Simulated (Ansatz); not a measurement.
Gas-phase electronic energies from Ansatz, PBE0-D4/def2-TZVP geometries. CBS: MP2 limit from def2 TZ/QZ plus the TZ coupled-cluster correction, frozen cores. This one scheme is used for every species. Functionals use def2-TZVPP. B3LYP here is the variant with VWN-RPA as its local correlation; programs differ in this. One conformer a species, not always the lowest.

`F[SiH2]S[SiH2]Cl` + H₂O → `O[SiH2]S[SiH2]Cl` + H–F  (formal hydrolysis of the Si–F bond)

Question: Is it downhill or uphill in electronic energy at CCSD(T)/CBS, and by how much? (Estimate.)

Answer: Ansatz gave: Uphill: ΔE = +0.37 eV.

Question: What do these levels give: ωB97X-V, PBE, PBE0, B3LYP, HF/def2-TZVPP, CCSD/def2-TZVPP, CCSD(T)/def2-TZVPP, HF/def2-QZVPP, MP2/def2-QZVPP, HF/CBS(def2), MP2/CBS(def2), CCSD/CBS(def2)? (Estimate.)

Answer: Computed: ωB97X-V 0.38, PBE 0.39, PBE0 0.38, B3LYP 0.43, HF/def2-TZVPP 0.45, CCSD/def2-TZVPP 0.38, CCSD(T)/def2-TZVPP 0.36, HF/def2-QZVPP 0.47, MP2/def2-QZVPP 0.35, HF/CBS(def2) 0.47, MP2/CBS(def2) 0.35, CCSD/CBS(def2) 0.39 eV.

Largest T1 diagnostic among the species: 0.011.

The D4 term adds −0.06 eV with B3LYP and −0.03 eV with PBE0; it sums over pairs of atoms, weighted by their polarisabilities, and B3LYP, whose exchange is more repulsive, gets the larger term. In def2-TZVPP, CCSD(T) changes the Hartree–Fock value by −0.09 eV (the triples alone add −0.02 eV) and MP2 by −0.11 eV.
